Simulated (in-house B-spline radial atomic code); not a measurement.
Configurations of Se⁵⁺, with energies counted from [Ar] 3d10 4s1. Level of theory: non-relativistic Hartree-Fock with fractional occupations, spin-polarised, spherical fractional occupations, point nucleus; calculated with a radial B-spline atomic code at the basis-set limit. Caution: exact exchange at fractional occupations of open shells leaves self-interaction of up to several eV. Shells without spins written out take the highest spin.

Occupations are held fixed; configurations that lie above the ionisation limit could autoionise.

```
                                                   configuration  E - E(ref) (eV)  highest orbital  its <r> (bohr)
                                                   [Ar] 3d10 4p1           17.499            4p up           1.801
                                                   [Ar] 3d10 4d1           37.392            4d up           2.306
                                                    [Ar] 3d9 4s2           69.238          4s down           1.546
                                                [Ar] 3d9 4s1 5s1           110.23            5s up           3.043
                              [Ne] 3s2 3p(3 up, 2 down) 3d10 4s2            175.2          4s down           1.548
[Ne] 3s2 3p(2 up, 3 down) 3d10 4s(1 up, 0 down) 4d(0 up, 1 down)           214.33          4d down           2.222
[Ne] 3s2 3p(3 up, 2 down) 3d10 4s(1 up, 0 down) 5f(1 up, 0 down)           238.97            5f up           5.266
```

(1) Order these further configurations by energy, lowest first.
A. [Ar] 3d10 5f(0 up, 1 down)
B. [Ar] 3d10 5d1
C. [Ne] 3s2 3p5 3d10 4s1 4p1
D. [Ne] 3s2 3p5 3d10 4s1 5p1
E. [Ar] 3d10 5s1

(2) How far above the reference does [Ar] 3d9 4s1 5f1 lie?

(3) How far above the reference does [Ar] 3d9 4s1 5d1 lie?

Results:

(1) E (39.871 eV), B (55.023 eV), A (61.608 eV), C (189.59 eV), D (223.66 eV).

(2) 133.13 eV; its least bound orbital is 5f up with <r> = 5.268 bohr.

(3) 126.11 eV; its least bound orbital is 5d up with <r> = 4.158 bohr.
